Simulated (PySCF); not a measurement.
## Spin-rotation constants: `CCC1=CCC[C@@H]1O`, C$_{7}$H$_{12}$O

Molfile (atoms numbered from 1):
```
C7H12O
     RDKit          3D

 20 20  0  0  0  0  0  0  0  0999 V2000
    2.5807   -0.2848    0.2935 C   0  0  0  0  0  0  0  0  0  0  0  0
    1.6357    0.7109   -0.3821 C   0  0  0  0  0  0  0  0  0  0  0  0
    0.2350    0.1941   -0.4143 C   0  0  0  0  0  0  0  0  0  0  0  0
   -0.4260   -0.3164   -1.4433 C   0  0  0  0  0  0  0  0  0  0  0  0
   -1.8294   -0.7187   -1.1042 C   0  0  0  0  0  0  0  0  0  0  0  0
   -1.9006   -0.5395    0.4219 C   0  0  0  0  0  0  0  0  0  0  0  0
   -0.6479    0.2755    0.8146 C   0  0  2  0  0  0  0  0  0  0  0  0
   -0.9376    1.6163    1.1602 O   0  0  0  0  0  0  0  0  0  0  0  0
    3.6006    0.0924    0.2765 H   0  0  0  0  0  0  0  0  0  0  0  0
    2.5540   -1.2405   -0.2254 H   0  0  0  0  0  0  0  0  0  0  0  0
    2.2906   -0.4467    1.3286 H   0  0  0  0  0  0  0  0  0  0  0  0
    1.9779    0.9005   -1.4018 H   0  0  0  0  0  0  0  0  0  0  0  0
    1.6508    1.6529    0.1719 H   0  0  0  0  0  0  0  0  0  0  0  0
   -0.0350   -0.4434   -2.4391 H   0  0  0  0  0  0  0  0  0  0  0  0
   -2.5477   -0.0811   -1.6285 H   0  0  0  0  0  0  0  0  0  0  0  0
   -2.0333   -1.7482   -1.4029 H   0  0  0  0  0  0  0  0  0  0  0  0
   -2.8039   -0.0201    0.7397 H   0  0  0  0  0  0  0  0  0  0  0  0
   -1.8778   -1.5089    0.9173 H   0  0  0  0  0  0  0  0  0  0  0  0
   -0.1609   -0.1294    1.7059 H   0  0  0  0  0  0  0  0  0  0  0  0
   -1.3305    2.0455    0.3917 H   0  0  0  0  0  0  0  0  0  0  0  0
  1  2  1  0
  2  3  1  0
  3  4  2  0
  4  5  1  0
  5  6  1  0
  6  7  1  0
  7  8  1  0
  7  3  1  0
  1  9  1  0
  1 10  1  0
  1 11  1  0
  2 12  1  0
  2 13  1  0
  4 14  1  0
  5 15  1  0
  5 16  1  0
  6 17  1  0
  6 18  1  0
  7 19  1  1
  8 20  1  0
M  END
```

Computed, not measured: PySCF, GIAO KT3/pcSseg-1 magnetisability, rotational g tensor and spin-rotation constants, non-relativistic, gas phase. Geometry: GFN2-xTB.

Question: Give the nuclear spin-rotation constants along the inertial axes (H = +C I·J) beside the isotropic shieldings.

Answer: Rotational constants 3.0230, 1.6196, 1.2681 GHz. A star marks the isotopologue with that one atom substituted, in its own axes.
| atom | isotope | Caa (kHz) | Cbb (kHz) | Ccc (kHz) | mean (kHz) | σ (ppm) |
| --- | --- | --- | --- | --- | --- | --- |
| H9 | 1H | 0.067 | -0.179 | -0.131 | -0.081 | 30.5 |
| H10 | 1H | -0.322 | -0.003 | -0.116 | -0.147 | 31.0 |
| H11 | 1H | -0.290 | -0.080 | -0.056 | -0.142 | 30.4 |
| H12 | 1H | -0.259 | -0.071 | -0.054 | -0.128 | 29.5 |
| H13 | 1H | -0.284 | 0.026 | -0.111 | -0.123 | 29.1 |
| H14 | 1H | -0.243 | 0.059 | -0.095 | -0.093 | 26.3 |
| H15 | 1H | -0.136 | -0.171 | -0.019 | -0.109 | 29.1 |
| H16 | 1H | -0.273 | -0.032 | -0.079 | -0.128 | 29.4 |
| H17 | 1H | -0.025 | -0.111 | -0.134 | -0.090 | 30.0 |
| H18 | 1H | -0.310 | -0.177 | 0.051 | -0.145 | 29.4 |
| H19 | 1H | -0.206 | -0.113 | 0.015 | -0.101 | 26.9 |
| H20 | 1H | -0.355 | -0.199 | -0.017 | -0.191 | 31.9 |
| C1 | 13C* | 0.437 | 0.239 | 0.177 | 0.284 | 167.3 |
| C2 | 13C* | 0.470 | 0.273 | 0.196 | 0.313 | 157.6 |
| C3 | 13C* | 1.311 | 0.570 | 0.310 | 0.730 | 38.4 |
| C4 | 13C* | 1.117 | 0.516 | 0.288 | 0.640 | 62.1 |
| C5 | 13C* | 0.466 | 0.287 | 0.231 | 0.328 | 149.7 |
| C6 | 13C* | 0.469 | 0.262 | 0.265 | 0.332 | 147.3 |
| C7 | 13C* | 0.723 | 0.372 | 0.321 | 0.472 | 104.1 |
| O8 | 17O* | -0.418 | -0.212 | -0.158 | -0.263 | 236.8 |

For the geometry as given, no vibrational averaging.

Question: How do the rotational constants and the g tensor change when H9, H10, H11, H12, H13, H14, H15, H16, H17, H18, H19, H20 are replaced by deuterium?

Answer: Constants 2.5133, 1.3161, 1.0661 GHz; g -0.0176, -0.0064, -0.0040, against -0.0211, -0.0078, -0.0049 before.
